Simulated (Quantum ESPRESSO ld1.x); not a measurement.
Species: the neodymium ion Nd2+. Configuration: [Xe] 4f3.75 6p0.25 (fractional occupations, a model configuration).

Calculated with ld1.x of Quantum ESPRESSO 7.5: scalar-relativistic Kohn-Sham, LDA (Slater exchange, VWN5 correlation), spin-polarised, spherical densities, point nucleus; open shells are filled with parallel spins first.

Energy parts (hartree):
| part | energy |
|---|---|
| total | -9616.527 |
| kinetic | 10233.112 |
| electron-nucleus | -23331.469 |
| Hartree | 3696.759 |
| exchange-correlation | -214.929 |

Orbitals (lengths in bohr, moments of r in powers of bohr):
| orbital | occ. | eigenvalue (hartree) | <r^2> | <r> | <1/r> | <r^4> |
|---|---|---|---|---|---|---|
| 1s up | 1 | -1594.02 | 0.0007609 | 0.02365 | 66.00 | 1.530e-06 |
| 1s down | 1 | -1594.02 | 0.0007609 | 0.02365 | 66.00 | 1.530e-06 |
| 2s up | 1 | -258.324 | 0.01205 | 0.1010 | 15.25 | 0.0002493 |
| 2s down | 1 | -258.323 | 0.01205 | 0.1010 | 15.25 | 0.0002493 |
| 2p up | 3 | -231.092 | 0.009630 | 0.08883 | 14.38 | 0.0001834 |
| 2p down | 3 | -231.092 | 0.009630 | 0.08883 | 14.38 | 0.0001834 |
| 3s up | 1 | -56.4791 | 0.08127 | 0.2667 | 5.554 | 0.009981 |
| 3s down | 1 | -56.4393 | 0.08120 | 0.2666 | 5.556 | 0.009962 |
| 3p up | 3 | -47.8905 | 0.08127 | 0.2648 | 5.250 | 0.01042 |
| 3p down | 3 | -47.8511 | 0.08118 | 0.2647 | 5.253 | 0.01039 |
| 3d up | 5 | -35.9425 | 0.06892 | 0.2419 | 4.985 | 0.008514 |
| 3d down | 5 | -35.9114 | 0.06882 | 0.2418 | 4.987 | 0.008484 |
| 4s up | 1 | -11.7038 | 0.4168 | 0.6076 | 2.329 | 0.2530 |
| 4s down | 1 | -11.6027 | 0.4166 | 0.6075 | 2.330 | 0.2528 |
| 4p up | 3 | -8.88846 | 0.4710 | 0.6435 | 2.145 | 0.3324 |
| 4p down | 3 | -8.78717 | 0.4709 | 0.6434 | 2.146 | 0.3325 |
| 4d up | 5 | -4.88545 | 0.5801 | 0.7070 | 1.875 | 0.5497 |
| 4d down | 5 | -4.78471 | 0.5810 | 0.7073 | 1.875 | 0.5528 |
| 4f up | 3.75 | -0.65715 | 1.430 | 1.038 | 1.288 | 5.820 |
| 4f down | 0 | -0.57006 | 1.578 | 1.080 | 1.260 | 7.558 |
| 5s up | 1 | -2.05834 | 2.383 | 1.456 | 0.9106 | 8.368 |
| 5s down | 1 | -1.99677 | 2.427 | 1.469 | 0.9008 | 8.705 |
| 5p up | 3 | -1.36600 | 3.237 | 1.691 | 0.7734 | 16.01 |
| 5p down | 3 | -1.31773 | 3.319 | 1.712 | 0.7620 | 16.88 |
| 6p up | 0.25 | -0.38994 | 21.32 | 4.370 | 0.2901 | 651.1 |
| 6p down | 0 | -0.37330 | 22.17 | 4.453 | 0.2852 | 708.1 |

The highest occupied level is 6p up at -10.611 eV. The configuration is held as typed, so some empty levels lie below it. Spin moment in Bohr magnetons: 4. Summed over all electrons, <r^2> = 46.06 bohr^2, which gives a Langevin (diamagnetic) susceptibility term of -36.5 x 10^-6 cm^3/mol. The density falls to 0.001 e/bohr^3 at r = 3.74 bohr.
